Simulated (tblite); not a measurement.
Species: C₂H₁₂Ge₂SSi.
Numbering: `[CH3:1][S:2][Ge@@H:3]([CH3:4])[SiH2:5][GeH3:6]` (hydrogens: H7, H8, H9 on C1; H10 on Ge3; H11, H12, H13 on C4; H14, H15 on Si5; H16, H17, H18 on Ge6)

Computed with GFN2-xTB (tblite), gas phase: L-BFGS steps from a force-field or distance-geometry start until the largest atomic force falls under 0.01 eV/Å.

The end geometry, which sets the zero of energy:
```
atom  x, y, z in Å
C1     -1.4359    1.7272   -0.7865
S2     -1.6531    0.9018    0.8262
Ge3    -0.5852   -1.0132    0.3725
C4     -1.8211   -2.1656   -0.6850
Si5     1.5085   -0.6290   -0.6862
Ge6     2.5916    1.2701    0.1475
H7     -1.8292    1.1061   -1.5859
H8     -1.9975    2.6537   -0.7361
H9     -0.3823    1.9453   -0.9550
H10    -0.4929   -1.6458    1.7590
H11    -1.4164   -3.1690   -0.7758
H12    -2.7926   -2.2284   -0.2013
H13    -1.9636   -1.7671   -1.6870
H14     2.3330   -1.8254   -0.5079
H15     1.2743   -0.4893   -2.1300
H16     3.7853    0.9829    1.0051
H17     1.7402    2.1634    0.9970
H18     3.1281    2.1885   -0.9118
```

Task: These geometries come from the run, each turned onto the end geometry. Order them by energy, lowest first.
A.
```
atom  x, y, z in Å
C1     -1.5467    1.6982   -0.6842
S2     -1.6311    0.8766    0.9428
Ge3    -0.5729   -1.0210    0.4044
C4     -1.7799   -2.0844   -0.7699
Si5     1.5435   -0.6680   -0.6128
Ge6     2.6352    1.2843    0.0751
H7     -2.0103    1.0746   -1.4437
H8     -2.0949    2.6299   -0.5902
H9     -0.5098    1.9095   -0.9411
H10    -0.5328   -1.7376    1.7489
H11    -1.4117   -3.1018   -0.8628
H12    -2.7881   -2.1231   -0.3668
H13    -1.8312   -1.6514   -1.7666
H14     2.3772   -1.8392   -0.3454
H15     1.3302   -0.6410   -2.0660
H16     3.6854    1.0596    1.1214
H17     1.7667    2.3601    0.6546
H18     3.3622    1.9808   -1.0386
```
B.
```
atom  x, y, z in Å
C1     -1.5759    1.6390   -0.5303
S2     -1.4459    0.8140    1.0912
Ge3    -0.5207   -1.1028    0.3983
C4     -1.7807   -1.9375   -0.9011
Si5     1.6642   -0.7881   -0.4857
Ge6     2.5577    1.3342   -0.0603
H7     -2.3936    1.1999   -1.0927
H8     -1.7841    2.6850   -0.3326
H9     -0.6419    1.5485   -1.0821
H10    -0.5685   -1.9486    1.6656
H11    -1.4452   -2.9356   -1.1655
H12    -2.7781   -2.0117   -0.4753
H13    -1.8394   -1.3479   -1.8137
H14     2.5343   -1.8297    0.0628
H15     1.5822   -1.0156   -1.9339
H16     3.3919    1.4352    1.1772
H17     1.5669    2.4484    0.0874
H18     3.4680    1.8195   -1.1504
```
C.
```
atom  x, y, z in Å
C1     -1.8202    1.8582   -0.5286
S2     -1.4131    0.9222    1.0208
Ge3    -0.4997   -1.0619    0.4349
C4     -1.5592   -1.9802   -0.9477
Si5     1.6708   -0.8691   -0.4125
Ge6     2.5708    1.2329   -0.0584
H7     -2.8703    1.7214   -0.7255
H8     -1.6328    2.8955   -0.3040
H9     -1.2201    1.5266   -1.3617
H10    -0.5122   -1.9083    1.6972
H11    -1.2119   -2.9933   -1.0486
H12    -2.6110   -1.9629   -0.7163
H13    -1.3644   -1.4614   -1.8792
H14     2.4696   -1.9250    0.1910
H15     1.6079   -1.0979   -1.8504
H16     3.4095    1.2373    1.1895
H17     1.5218    2.3189   -0.0065
H18     3.4557    1.5533   -1.2352
```
D.
```
atom  x, y, z in Å
C1     -1.8034    1.7831   -0.4790
S2     -1.4695    0.8818    1.0767
Ge3    -0.5124   -1.0258    0.3968
C4     -1.6238   -1.9678   -0.9687
Si5     1.7088   -0.8707   -0.4384
Ge6     2.6312    1.2444   -0.0833
H7     -2.8464    1.6460   -0.7422
H8     -1.6122    2.8336   -0.2902
H9     -1.1577    1.4276   -1.2741
H10    -0.6449   -1.7958    1.7086
H11    -1.2645   -2.9901   -1.0477
H12    -2.6835   -1.9865   -0.7298
H13    -1.4922   -1.4929   -1.9392
H14     2.5195   -1.9408    0.1391
H15     1.6347   -1.1793   -1.8694
H16     3.4520    1.3892    1.1583
H17     1.6163    2.3421    0.0239
H18     3.5393    1.7079   -1.1825
```
E.
```
atom  x, y, z in Å
C1     -1.7258    1.6647   -0.5045
S2     -1.5260    0.7836    1.0838
Ge3    -0.5300   -1.0867    0.3698
C4     -1.7437   -1.9541   -0.9535
Si5     1.6917   -0.7769   -0.4325
Ge6     2.6419    1.3345   -0.0652
H7     -2.7177    1.4685   -0.8989
H8     -1.6161    2.7240   -0.2981
H9     -0.9670    1.3509   -1.2159
H10    -0.5657   -1.9456    1.6315
H11    -1.4469   -2.9848   -1.1219
H12    -2.7675   -1.9460   -0.5891
H13    -1.7164   -1.4330   -1.9080
H14     2.5241   -1.8039    0.1963
H15     1.6950   -1.0724   -1.8697
H16     3.4944    1.4397    1.1589
H17     1.7014    2.4964    0.0484
H18     3.5655    1.7470   -1.1727
```

Result: A (0.005 eV), B (0.021 eV), E (0.043 eV), D (0.080 eV), C (0.249 eV).

In the order of the answer:

```
step  E above end (eV)  largest force (eV/Å)  rms force component (eV/Å)  rms distance from end (Å)  rms bond change (Å)  bond most changed (Å)
 155             0.005                  0.04                       0.015                      0.187                0.001         Ge3–Si5 -0.003
  80             0.021                  0.04                       0.009                      0.502                0.001         Ge3–H10 -0.002
  45             0.043                  0.06                       0.018                      0.609                0.002         Ge3–Si5 +0.005
  18             0.080                  0.09                       0.032                      0.662                0.003         Si5–Ge6 -0.005
   3             0.249                  0.66                       0.178                      0.684                0.017         Ge3–Si5 -0.039
```

The cost below is that of the whole relaxation. The run took 3.4 s wall on Arm Neoverse N1, one thread, shared host with 64 logical CPUs at a one-minute load of 57.
